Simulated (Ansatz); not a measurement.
## Worked example: C2H4FI → CH2I + CH2F

Species: C2H4FI `FCCI`, singlet; CH2I `[CH2]I`, doublet; CH2F `[CH2]F`, doublet. 

Shapes, held fixed at every level: PBE0-D4/def2-TZVP. Flexible molecules stand in one conformer, not always the lowest. Programs: Ansatz 0.2.0. The zero-point and thermal change to 298 K, harmonic and unscaled (PBE0-D4/def2-TZVP), is -24.8 kJ/mol.

At CCSD(T)/def2-TZVPP; 1 Eh = 2625.50 kJ/mol:

```
species  energy (Eh)
 C2H4FI  -475.349973
   CH2I  -336.304731
   CH2F  -138.893050
```

Question: Work out ΔH(298 K) of the reaction at this level.

Answer: 
1. Products less reactants: (-336.304731) + (-138.893050) − [(-475.349973)] = 0.152192 Eh = +399.6 kJ/mol.
2. With the thermal change: +399.6 + (-24.8) = +374.8 kJ/mol.

Other levels give +345.3 (r2SCAN0-D4/def2-TZVPP) to +429.2 kJ/mol (SPW92/def2-TZVPP). No measured value is set beside it here. Open shells run unrestricted unless RO is named. For atoms past krypton def2 sets carry core potentials with scalar relativity. Correlated rows may include outer-core shells of I, which these sets cover unevenly.
